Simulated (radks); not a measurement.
Au II, 78 electrons, occupied as [Kr] 4d10 4f14 5s2 5p5 5d10 6d1 (not the ground configuration). Method: scalar-relativistic Kohn-Sham, PBE, spin-polarised, spherical densities, point nucleus; open shells are filled with parallel spins first (spin-orbit coupling, left out, can overturn this in heavy ions); computed with a radial shooting solver on a logarithmic mesh with Libxc functionals.

Normalised radial functions P(r) = r R(r), r in bohr:

```
   r/bohr * 5p down (the largest magnitude, 1.14, reaches the edge; | marks zero)
 0.001694                             *
  0.00276                             *
 0.004496                             |*
 0.007324                             |*
  0.01203                             |  *
  0.01959                             |    *
  0.03192                             |      *
  0.05241                             |    *
  0.08539                          *  |
   0.1391                   *         |
   0.2266                             |  *
   0.3721                             |             *
   0.6062                  *          |
   0.9875  *                          |
    1.622                *            |
    2.642                           * |
    4.303                             *
    7.011                             *
    11.51                             *
    18.75                             *
```

5p down: eigenvalue -77.279 eV, 3 radial nodes at r = 0.0727, 0.210, 0.515 bohr, <r> = 1.06 bohr, 90 % of the charge inside 1.54 bohr.
